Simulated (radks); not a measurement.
Initial-state core-level shifts of the dysprosium ion Dy+ when its valence configuration changes from [Xe] 4f10 6s1. Method: scalar-relativistic Kohn-Sham, PBE, spin-unpolarised, spherical densities, finite nucleus; Fermi nuclear charge, rms radius 5.2218 fm; computed with a radial shooting solver on a logarithmic mesh with Libxc functionals. Shifts are changes of the shell-averaged eigenvalues in eV (positive: less bound); the change of the density at the nucleus, which sets a Mossbauer isomer shift, is in e/bohr^3, on a base of 7.776e+05.

valence,1s,2p,3p,4s,density at nucleus
4f10 5d1,+1.524,+1.585,+1.540,+1.563,-36.99
4f9.5 5d1.5,-1.421,-1.546,-1.985,-1.832,-23.95
4f8 6s1 6p2,-21.771,-22.931,-24.779,-23.835,+95.37
4f8 6s0.5 6p2.5,-22.384,-23.540,-25.386,-24.444,+69.12
4f9.5 5d0.5 6s1,-3.142,-3.337,-3.735,-3.600,+15.74
4f9 6s1 6p1,-10.111,-10.614,-11.414,-11.099,+42.06
4f11,+6.052,+6.378,+6.885,+6.801,-55.49
4f9 5d1 6s1,-6.549,-6.968,-7.830,-7.500,+33.34
4f9 6s2,-8.773,-9.285,-10.092,-9.772,+83.25
